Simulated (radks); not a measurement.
Method: non-relativistic Kohn-Sham, LB94 model potential, spin-polarised, spherical densities, point nucleus; open shells are filled with parallel spins first (spin-orbit coupling, left out, can overturn this in heavy ions); computed with a radial shooting solver on a logarithmic mesh with Libxc functionals. Response by self-consistent Sternheimer equations with the Hartree and adiabatic LDA kernel. For heavy and open-shell atoms this level of theory can miss by tens of per cent. Rank Fe, As, Sn, Si, K, Pd3+, Nb, N3+ (NIST ground configurations) by static dipole polarisability, largest first.

Answer. K 184.9, Nb 74.86, Sn 51.37, Fe 47.80, Si 39.91, As 31.17, Pd3+ 4.222, N3+ 2.168 bohr^3.
